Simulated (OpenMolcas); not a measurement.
neutral arsenic.

```json
{
  "Program": "OpenMolcas",
  "Basis": "ANO-R3 [7s6p5d3f2g]",
  "Scalar Hamiltonian": "X2C, finite nucleus",
  "Active space": "3 electrons in 9 orbitals (RAS2 4p; RAS3 4d 5s, at most 1 electron)",
  "State averaging": "2S+1 = 4 odd, 1 root; 2S+1 = 2 odd, 8 roots; 2S+1 = 4 even, 3 roots; 2S+1 = 2 even, 8 roots",
  "Spin-orbit coupling": "RASSI with atomic mean-field integrals over the reference wave functions, term energies averaged over their components"
}
```

Two sets of levels on these reference wave functions, in cm⁻¹ above 4s² 4p³ ⁴S°_3/2: one from RASSCF and one from SS-RASPT2, IPEA 0.25 Eh, imaginary shift 0.1 Eh (closed shells correlated: 3d 4s).

```csv
Level,Set 1,Set 2
4s² 4p³ ⁴S°_3/2,0.0,0.0
4s² 4p³ ²D°_3/2,14500,11630
4s² 4p³ ²D°_5/2,14690,11800
4s² 4p³ ²P°_1/2,24250,21830
4s² 4p³ ²P°_3/2,24490,22070
4s² 4p² 5s ⁴P_1/2,52100,51540
4s² 4p² 5s ⁴P_3/2,52770,52200
4s² 4p² 5s ⁴P_5/2,53930,53340
4s² 4p² 5s ²P_1/2,56290,54640
4s² 4p² 5s ²P_3/2,57620,55940
```

Question: Which set is which?

Answer: Set 2 is SS-RASPT2. Its levels of the other terms of 4s² 4p³ lie at 0.80 to 0.90 of the other set's values, as expected, since terms of lower spin or lower L gain more correlation energy than the Hund ground term. Against 9 measured levels (NIST Handbook of Basic Atomic Spectroscopic Data) the mean absolute deviation is 1500 cm-1 with it and 3300 cm-1 without; single levels miss by up to 3600 cm-1 with it.

CASPT2 breaks the degeneracy within a term, and the mean is taken; among the terms shown or strongly mixed into the levels shown the widest spread is 180 cm-1 (4s² 4p³ ²D°, SS-RASPT2). ANO sets are built for valence states and can reach diffuse excited orbitals poorly, and with the s shell closed the s pⁿ⁺¹ terms that mix with these levels are absent. With the s shell closed, the reference lacks s² → p² mixing. Without dynamic correlation excited terms often stand tens of per cent too high (terms of higher spin than the ground term too low), and those without a measured partner can miss by more than the paired ones (holds for RASSCF). Some terms miss by over 15 % even with CASPT2, which points to a basis or an active space too small for the shells correlated (holds for SS-RASPT2). Computed and measured levels are paired by configuration, term and J; levels that our copy of the source lacks, or whose pairing is in doubt (as where it misses far off the trend of its configuration), stay unpaired and out of the deviations. Levels of configurations outside the active space are missing. Levels that lie high or do not pair safely by name in every column are left out.

° marks odd parity.
